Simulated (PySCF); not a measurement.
A ladder for the ionisation energy of Ar+

Ar+ [Ne] 3s2 3p5 (2P) → Ar(2+) [Ne] 3s2 3p4 (3P). Scalar values calculated with PySCF 2.14 in dyall-acv3z (spin-free X2C; valence: [Ne] frozen; valence and next inner shell: 1s2 frozen). The spin-orbit shift comes from two-component X2C-1e calculations (generalised Hartree-Fock, GHF, and MP2 on its spinors, GMP2) in x2c-QZVPPall-2c: GMP2 gives 27.462 eV without and 27.451 eV with screened spin-orbit coupling, a shift of -0.012 eV (GHF: -0.013 eV). Sums use unrounded values; where a UHF row is shifted, it takes the GHF shift.

| method | scalar (eV) | plus spin-orbit shift (eV) | error (eV) |
| --- | --- | --- | --- |
| UHF | 26.354 | 26.341 | -1.288 |
| MP2 (valence) | 27.376 | 27.364 | -0.266 |
| SCS-MP2 (valence) | 27.377 | 27.366 | -0.264 |
| CCSD (valence) | 27.339 | 27.327 | -0.302 |
| CCSD(T) (valence) | 27.379 | 27.367 | -0.263 |
| LDA | 27.814 | 27.802 | 0.173 |
| PBE | 27.578 | 27.566 | -0.064 |
| PBE0 | 27.591 | 27.579 | -0.051 |
| r2SCAN | 27.653 | 27.641 | 0.012 |
| HSE06 | 27.588 | 27.576 | -0.054 |
| PBEsol | 27.551 | 27.539 | -0.090 |
| revPBE | 27.525 | 27.513 | -0.117 |
| MP2 (valence and next inner shell) | 27.418 | 27.406 | -0.223 |
| SCS-MP2 (valence and next inner shell) | 27.410 | 27.398 | -0.231 |

Reference: 27.630 eV (measured; NIST Atomic Spectra Database, ionization energies).

The errors of the correlated levels include the incompleteness of the basis and the frozen core, so a lower level can come closer by cancellation.

A first-order Landé estimate from the scalar orbitals gives -0.007 eV instead; single two-component determinants are not pure J levels in LS coupling, so the shift is uncertain by about that difference.
